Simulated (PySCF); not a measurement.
Excited states of Nd(42+) (neodymium, charge +42)

Ground state [Ar], ¹S. All numbers are calculated (PySCF 2.14, the spin-free X2C one-electron Hamiltonian (Gaussian nucleus), in an uncontracted even-tempered set (20 s from 1.34 bohr⁻², ratio 2.5; 14 p from 1.76 bohr⁻², ratio 2.5; 6 d from 2.44 bohr⁻², ratio 2.7; 3 f from 71 bohr⁻², ratio 2.7)). Vertical excitation energies in eV without spin-orbit coupling; excited terms of each kind are numbered among those the solver found. Frozen: [Ne].

```json
{"term": "1 3P°", "leading excitation": "3p → d", "EOM-EE-CCSD": "242.56"}
{"term": "1 3F°", "leading excitation": "3p → d", "EOM-EE-CCSD": "250.29"}
{"term": "1 1D°", "leading excitation": "3p → d", "EOM-EE-CCSD": "262.66"}
{"term": "1 3D°", "leading excitation": "3p → d", "EOM-EE-CCSD": "263.04"}
{"term": "1 1F°", "leading excitation": "3p → d", "EOM-EE-CCSD": "263.22"}
{"term": "1 1P°", "leading excitation": "3p → d", "EOM-EE-CCSD": "309.80"}
{"term": "1 3D", "leading excitation": "3s → d", "EOM-EE-CCSD": "470.55"}
{"term": "1 1D", "leading excitation": "3s → d", "EOM-EE-CCSD": "477.19"}
```

The spin-orbit splitting of the hole, absent here, rivals or exceeds the spacing of these terms, so the LS terms are model states.

The solver can miss terms. The 29 highest virtual orbitals were dropped.
